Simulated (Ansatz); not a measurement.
Program: Ansatz. Geometries: PBE0-D4/def2-TZVP. ΔE: electronic, gas phase. CCSD(T)/CBS is the MP2 limit (def2-TZVPP, def2-QZVPP) plus CCSD(T) − MP2 in def2-TZVPP, frozen cores. DFT in def2-TZVPP. B3LYP here is the variant with VWN-RPA as its local correlation; programs differ in this. For Ga outer-core shells are correlated without core-valence functions, which leaves a few kJ/mol of doubt a bond. Scalar relativity is left out up to krypton. Each species was taken in one conformer, which may not be the lowest.

`[SiH3]BCS[SiH3]` + `[NH2][GaH][OH]` → `[NH2][GaH][BH][SiH3]` + `OCS[SiH3]`  (redistribution)

**Question.** Is it downhill or uphill in electronic energy at CCSD(T)/CBS, and by how much? (Estimate.)

**Answer.** The calculation gave: Uphill: ΔE = +36.9 kcal/mol.

**Question.** What do these levels give: r2SCAN-D4, PBE0-D4, B3LYP-D4, SCS-MP2/def2-TZVPP, HF/def2-QZVPP, CCSD/CBS(def2)? (An estimate is asked.)

**Answer.** Computed: r2SCAN-D4 35.7, PBE0-D4 34.4, B3LYP-D4 35.6, SCS-MP2/def2-TZVPP 39.2, HF/def2-QZVPP 37.9, CCSD/CBS(def2) 37.0 kcal/mol.

Largest T1 diagnostic among the species: 0.015.

The D4 term adds +0.8 kcal/mol with B3LYP and +0.5 kcal/mol with PBE0; it sums over pairs of atoms, weighted by their polarisabilities, and B3LYP, whose exchange is more repulsive, gets the larger term. From PBE to PBE0 (25 % exact exchange), in def2-TZVPP and without D4, ΔE moves by +1.5 kcal/mol.
